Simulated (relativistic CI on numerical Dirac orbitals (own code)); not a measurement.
**What each ingredient does to the levels of Pd XVIII**

Base calculation: Dirac-Coulomb-Breit CI, KLI orbitals optimised for each configuration, model QED, unscaled Slater integrals.

Configurations in the expansion (outside the closed core [Ar]): 3d10.4s, 3d10.4p, 3d10.4d, 3d10.4f, 3d10.5s, 3d10.5p, 3d10.5d, 3d10.5f, 3d10.5g, 3d10.6s, 3d10.6p, 3d9.4s2, 3d10.6d, 3d10.6f, 3d10.7s, 3d9.4s.4p, 3d10.8s, 3d9.4s.4d, 3d9.4s.4f, 3d9.4s.5s, 3d9.4s.5p, 3d9.4s.5d, 3d9.4s.5f. Double excitations out of closed p, d and f shells are left out; levels of such configurations are missing from the list, as are those of other unlisted configurations, and high levels can miss mixing partners.

Variants: (1) valence Slater integrals scaled by 0.9; (2) Breit term removed; (3) one mean potential for all configurations. Shifts of the energy above 3d10.4s 2S_1/2, in cm⁻¹, for the lowest level and the first level of each name with at least 55 % of one term (blank where a level changes its place among those of its configuration and J or its character, or is not in the variant):

```tsv
Level	Base	Δ(1)	Δ(2)	Δ(3)
3d10.4s 2S_1/2	0	0	0	0
3d10.4p 2P°_1/2	296952	+262	-878	+113
3d10.4p 2P°_3/2	353435	+258	+9	+109
3d10.4d 2D_3/2	841109	+6	+789	-30
3d10.4d 2D_5/2	851239	+6	+1186	-29
3d10.4f 2F°_5/2	1351818	+14	+1488	-44
3d10.4f 2F°_7/2	1352375	+14	+1653	-40
3d10.5s 2S_1/2	1592126	+79	+911	+429
3d10.5p 2P°_1/2	1726182	+41	+503	+555
3d10.5p 2P°_3/2	1750614	+46	+886	+579
3d10.5d 2D_3/2	1968672	+1	+1198	+477
3d10.5d 2D_5/2	1973293	+1	+1397	+496
3d10.5f 2F°_5/2	2191046	+5	+1520	+513
3d10.5f 2F°_7/2	2191505	+5	+1615	+533
3d10.5g 2G_7/2	2253623	+3	+1579	+1057
3d10.5g 2G_9/2	2253837	+3	+1586	+1059
3d10.6s 2S_1/2	2330661	+53	+1244	+839
3d10.6p 2P°_1/2	2402113	+17	+1027	+958
3d10.6p 2P°_3/2	2415027	+20	+1224	+928
3d9.4s2 2D_5/2	2516113	+123	-23	+18353
3d10.6d 2D_3/2	2531833	+1	+1374	+883
3d10.6d 2D_5/2	2534378	-1	+1483	+954
```

At this charge energies of transitions that change n are usually good to better than 1 %, and those within a shell (Δn = 0) to a few per cent.

Ionisation energy from the two ground configurations alone: base 456.158 eV; Breit term removed 456.356 eV. The NIST ASD value (semi-empirical) is 457.5 eV.

LS names give the leading component of a level, which can be under half, so a name can repeat, a term be missing and a line seem to break the LS rules.
